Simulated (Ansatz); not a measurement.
Reaction (ligand exchange at a B–Te bond): `[TeH]B1N[SiH2]1` + H–F → `FB1N[SiH2]1` + H₂Te

Computed with Ansatz on PBE0-D4/def2-TZVP structures; ΔE is electronic, products minus reactants. CBS: MP2 limit from def2 TZ/QZ plus the TZ coupled-cluster correction, frozen cores. This one scheme is used for every species. Functionals use def2-TZVPP. B3LYP here is the variant with VWN-RPA as its local correlation; programs differ in this. HSE06 is defined as in plane-wave codes. Elements past krypton have def2 core potentials. For Te outer-core shells are correlated without core-valence functions, which leaves a few kJ/mol of doubt a bond.

| level | ΔE (kJ/mol) | difference from CCSD(T)/CBS |
| --- | --- | --- |
| revPBE-D4 | -53.2 | -2.7 |
| r2SCAN-D4 | -65.3 | -14.8 |
| B97M-V | -78.6 | -28.1 |
| PBE0-D4 | -57.1 | -6.6 |
| r2SCAN0-D4 | -63.7 | -13.2 |
| HSE06-D4 | -56.7 | -6.2 |
| ωB97M-V | -70.0 | -19.5 |
| B2PLYP | -68.1 | -17.6 |
| revPBE | -62.7 | -12.2 |
| BLYP | -80.0 | -29.5 |
| r2SCAN | -66.7 | -16.2 |
| B3LYP | -78.6 | -28.1 |
| HF/def2-SVP | -98.2 | -47.7 |
| CCSD(T)/def2-SVP | -80.6 | -30.1 |
| HF/def2-TZVPP | -90.3 | -39.8 |
| MP2/CBS(def2) | -37.7 | 12.8 |
| CCSD(T)/CBS | -50.5 | 0 |

Largest T1 diagnostic among the species: 0.014.

In def2-TZVPP, CCSD(T) changes the Hartree–Fock value by +32.4 kJ/mol (the triples alone add +5.7 kJ/mol) and MP2 by +45.2 kJ/mol. Leaving LDA and LC-ωPBE aside and taking each functional with its dispersion term where it has one, the values spread over 25.4 kJ/mol, from B97M-V to revPBE-D4. At CCSD(T), def2-SVP lies −30.1 kJ/mol from the extrapolated value and def2-TZVPP −7.4 kJ/mol.
